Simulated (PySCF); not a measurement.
## Radial density of Mg(2+) (magnesium, charge +2)

UHF, [Ne], closed-shell 1S. Calculation: PySCF 2.14, in dyall-av3z; scalar relativity by spin-free X2C-1e.

| r (bohr) | 4πr²ρ (e/bohr) |
| --- | --- |
| 0.00265 | 0.09948 |
| 0.00446 | 0.2636 |
| 0.00750 | 0.6795 |
| 0.0126 | 1.673 |
| 0.0212 | 3.805 |
| 0.0357 | 7.552 |
| 0.0601 | 11.94 |
| 0.101 | 13.08 |
| 0.170 | 9.040 |
| 0.286 | 7.840 |
| 0.481 | 11.08 |
| 0.809 | 7.210 |
| 1.36 | 1.321 |
| 2.29 | 0.03828 |
| 3.85 | 7.433e-05 |

Densities and radii are taken from the X2C orbitals without a picture-change correction, which distorts them close to the nucleus.
